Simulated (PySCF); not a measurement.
**Stationary points of SiCl₃**

All numbers come from PBE0 in PySCF with Si def2-TZVP, Cl def2-TZVP; no relativity; density-fitted integrals.

Relaxations began from a few typed shapes; open shells are unrestricted. The search is not exhaustive: other isomers or separated fragments can lie lower, and high-lying points may rest on an excited occupation.

```
   spin  group               bonds                angles  imaginary modes (cm⁻¹)  ΔE (kJ/mol)  ΔE with ZPE (kJ/mol)
doublet    C3v  Si–Cl 2.043 Å (×3)  Cl–Si–Cl 109.5° (×3)                    none          0.0                   0.0
doublet    D3h  Si–Cl 2.111 Å (×3)  Cl–Si–Cl 120.0° (×3)          868i, 31i, 31i        128.8                     –
```

The lowest minimum found is the doublet C3v: Si–Cl 2.043 Å (×3); Cl–Si–Cl 109.5° (×3).
